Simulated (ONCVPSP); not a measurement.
# Ranking ONCV potentials for Ti (Z = 22)

All share these settings but for the change named:

Ti, optimised norm-conserving Vanderbilt (ONCV), made with ONCVPSP 4.0.1 (Wu-Cohen, scalar-relativistic). Core [Ne], reference 3s2 3p6 3d2 4s2. Waves: 3s+4s: rc 1.95 bohr, ncon 4, nbas 8, qcut 5.7 1/bohr, 2 projectors; 3p: rc 1.60 bohr, ncon 4, nbas 8, qcut 8.3 1/bohr, 3 projectors, debl 0.6 Ha; 3d: rc 2.20 bohr, ncon 3, nbas 8, qcut 7 1/bohr, 2 projectors, debl 3.7 Ha. Local part: polynomial inside 1.50 bohr (lpopt 5, dvloc0 2 Ha). Core correction: none.

In the p channel the program set the typed energies aside and used -1.426, 0.250, 0.850 Ha.

Test errors are all-electron minus pseudo excitation energies from the reference, over 3s2 3p6 3d2 4s1; 3s2 3p6 3d2 4s0; 3s2 3p6 3d1 4s0; 3s2 3p6 3d2.5 4s1.5. None of these files shows a bound ghost.

The base gives 152.4 meV.

Of 5 variants that were run, those that failed, showed a ghost or another fault, or gave nearly equal values are left out.

A variant can come out equal or close to the base, since the largest error may sit in a test that the change hardly touches while other tests move.

(1) Rank these variants by their largest absolute test error, smallest first.
A. s: ncon 5, nbas 9
B. d: qcut 10
C. s: qcut 4.7; p: qcut 6.9; d: qcut 5.8

## Answers

(1) B (73.5 meV), A (152.4 meV), C (213.9 meV).
